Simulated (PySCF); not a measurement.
4-sulfanylbutanal (C₄H₈OS), SMILES O=CCCCS. Geometry: PBE-D3(BJ)/def2-SVP. One conformer was computed; it need not be the lowest.

Computed equilibrium geometry at PBE-D3(BJ)/def2-SVP (PySCF confirms it by a frequency run) as a Z-matrix (one conformer of several):
```
C
H 1 1.1118
H 1 1.1127 2 106.13
C 1 1.5289 2 109.31 3 -116.03
H 4 1.1085 1 109.77 2 60.48
H 4 1.1103 5 108.20 1 -120.24
C 1 1.5361 2 109.60 3 118.02
H 7 1.1081 1 112.46 2 59.35
H 7 1.1159 8 107.25 1 -119.59
C 7 1.5132 8 108.74 9 -114.96
O 10 1.2128 7 125.39 8 6.18
H 10 1.1380 11 120.79 7 -179.64
S 4 1.8442 5 109.06 6 -118.87
H 13 1.3615 4 96.02 5 58.95
```
